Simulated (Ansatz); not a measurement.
Species: CsCl (charge 0, singlet). SMILES: [Cl][Cs]
Geometry: optimised at B3LYP-D3(BJ)/def2-TZVP (Ansatz, a first-principles code).

Wanted: vertical electron affinity (to the doublet state of charge -1; a negative value means that the extra electron is unbound and the number depends on the basis; each state is the SCF solution reached for its spin), in eV. Correlated levels leave the core frozen unless marked. Open shells are spin-unrestricted. No spin-orbit coupling. The frozen core is the preceding noble-gas configuration, with the filled d and f shells of earlier blocks. The outer core of K, Ca and their heavier congeners is not correlated, a term that matters for these elements. In def2 rows, elements after Kr have scalar-relativistic effective core potentials. Anions need diffuse functions: def2-D sets add few. CBS(X,Y): correlation extrapolated as X^-3; Hartree-Fock from the larger set.

| level | program | vertical electron affinity (eV) |
|---|---|---|
| SVWN5/def2-TZVPD | Ansatz | 0.53 |
| PBE/def2-TZVPD | Ansatz | 0.48 |
| r2SCAN/def2-TZVPD | Ansatz | 0.38 |
| B3LYP/def2-TZVPD | Ansatz | 0.48 |
| PBE0/def2-TZVPD | Ansatz | 0.47 |
| BHLYP/def2-TZVPD | Ansatz | 0.37 |
| CAM-B3LYP/def2-TZVPD | Ansatz | 0.43 |
| wB97M-V/def2-TZVPD | Ansatz | 0.25 |
| wB97X-V/def2-TZVPD | Ansatz | 0.33 |
| wB97X/def2-TZVPD | Ansatz | 0.30 |
| CCSD/def2-SVPD | Ansatz | 0.30 |
| CCSD/def2-TZVPPD | Ansatz | 0.27 |
| CCSD/def2-QZVPPD | Ansatz | 0.30 |
| CCSD/CBS(def2-TZVPPD,def2-QZVPPD) | Ansatz | 0.30 |
| CCSD(T)/def2-SVPD | Ansatz | 0.30 |
| CCSD(T)/def2-TZVPPD | Ansatz | 0.28 |
| CCSD(T)/def2-QZVPPD | Ansatz | 0.30 |
| CCSD(T)/CBS(def2-TZVPPD,def2-QZVPPD) | Ansatz | 0.30 |
